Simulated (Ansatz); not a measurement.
A nudged elastic band was laid between two geometries of BrH + ClF3H2W (9 atoms, charge 0, multiplicity 1).

All numbers below come from RKS B3LYP-D4/def2-SVP in Ansatz.

```json
{
  "movable images": "7",
  "climbing image": "yes",
  "spring": "5.0 eV/Å²",
  "optimiser": "quadratic models (default)",
  "start path": "through a guess of the saddle point",
  "force threshold": "0.05 eV/Å",
  "iteration limit": "60",
  "end points": "relaxed"
}
```

First end point:

```xyz
9
Properties=species:S:1:pos:R:3
W -0.370 0.136 -0.127
Cl -0.863 0.516 2.135
H 1.099 -0.098 -0.900
F -0.063 1.957 -0.221
F -1.426 -1.382 -0.066
H 0.788 -0.756 0.692
F -0.914 0.154 -1.936
Br 2.879 1.358 1.839
H 1.686 1.315 2.630
```

Last end point:

```xyz
9
Properties=species:S:1:pos:R:3
W -0.029 0.290 -0.386
Cl 0.755 0.414 3.354
H 1.048 -0.590 0.548
F -1.013 1.517 0.575
F -1.589 -0.136 -1.376
H -0.645 -0.981 0.518
F 0.829 -0.332 -1.897
Br 1.942 1.795 0.021
H 1.517 1.222 2.688
```

Question: What changes between the two ends?

Answer: Bonds broken: W1–Cl2, Br8–H9. Bonds formed: W1–Br8, Cl2–H9. BrH + ClF3H2W becomes BrF3H2W + ClH.

Question: What energy profile does the band end with?

Answer: The run converged. The highest image is number 5 of 0 to 8, 0.45 eV above the first end and 0.43 eV above the last; the last end lies 0.02 eV above the first. The profile has 2 maxima (images 2, 5) with wells between them (image 3): this band takes more than one step, which may be the mechanism or a detour left from its start path. A vibrational analysis at the climbing image gives one clearly imaginary mode, 349i cm⁻¹: a first-order saddle point. The orbitals stay closed-shell, which can raise the energy where a bond breaks towards radicals; this wasn't checked here.

| image | path coordinate (Å) | energy (eV) | W1–Cl2 (Å) | Br8–H9 (Å) | W1–Br8 (Å) |
| --- | --- | --- | --- | --- | --- |
| 0 | 0.00 | 0.00 | 2.35 | 1.43 | 3.99 |
| 1 | 2.01 | 0.01 | 2.32 | 1.43 | 4.06 |
| 2 | 4.02 | 0.27 | 2.31 | 1.43 | 4.12 |
| 3 | 6.02 | 0.23 | 2.34 | 1.44 | 2.95 |
| 4 | 8.03 | 0.25 | 2.30 | 1.43 | 3.06 |
| 5 | 10.03 | 0.45 | 2.60 | 1.66 | 2.78 |
| 6 | 10.62 | 0.23 | 2.93 | 2.19 | 2.61 |
| 7 | 11.21 | 0.07 | 3.40 | 2.56 | 2.54 |
| 8 | 11.79 | 0.02 | 3.82 | 2.76 | 2.51 |

Question: What is the geometry of the highest image?

Answer: 
```xyz
9
Properties=species:S:1:pos:R:3
W -0.108 0.242 0.000
Cl 0.435 0.197 2.544
H 1.250 -0.684 0.332
F -0.965 1.736 0.735
F -1.695 -0.346 -0.809
H -0.302 -1.297 0.611
F 0.621 0.218 -1.695
Br 2.080 1.898 0.463
H 1.501 1.235 1.866
```

The band took 33 iterations and about 50 core-minutes.

The run took 14 min on 4 threads of Arm Neoverse V1 (shared host), peak memory 0.48 GiB.
